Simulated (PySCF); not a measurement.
**Working with the constants of GeSe⁺**

UHF-CCSD(T) constants of GeSe⁺, ²Π (doublet), unpaired electrons π ↑ (basis Ge cc-pVDZ-PP with ECP10, Se cc-pVDZ-PP with ECP10; scalar-relativistic core potentials; PySCF 2.14; masses 73.9212 and 79.9165 u):

```
ωe              : 315.1 cm⁻¹
ωexe            : 0.802 cm⁻¹
Be              : 0.081557 cm⁻¹
αe              : 0.000280 cm⁻¹
D (centrifugal) : 2.19e-08 cm⁻¹
De to Ge⁺ + Se  : 3.05 eV
```

**Question.** Give the vibrational terms G(v) and spacings up to v = 6.

**Answer.** G(v) = ωe(v+½) − ωexe(v+½)².

| v | G(v) (cm⁻¹) | G(v) − G(v−1) | Bv (cm⁻¹) |
| --- | --- | --- | --- |
| 0 | 157.3 |  | 0.08142 |
| 1 | 470.8 | 313.5 | 0.08114 |
| 2 | 782.7 | 311.9 | 0.08086 |
| 3 | 1093.0 | 310.3 | 0.08058 |
| 4 | 1401.7 | 308.7 | 0.08030 |
| 5 | 1708.8 | 307.1 | 0.08002 |
| 6 | 2014.3 | 305.5 | 0.07974 |

**Question.** How well does the Morse estimate ωe²/(4ωexe) reproduce De, and what is D0?

**Answer.** It gives 3.84 eV, 126 % of the computed De. D0 = De − G(0) = 3.05 − 0.02 = 3.03 eV.

Correlated steps freeze 8 core orbitals. Correlated levels converge slowly with the basis: in double zeta they bind strong bonds too weakly, by up to about 1 eV, and carry superposition errors of some tenths. Spin–orbit coupling is left out. For an ion De counts to the pair picked by the measured ionisation energies or electron affinities, which need not be the lowest pair at this level. The state is the lowest determinant that a PBE0 search found; another state may lie lower at other levels.
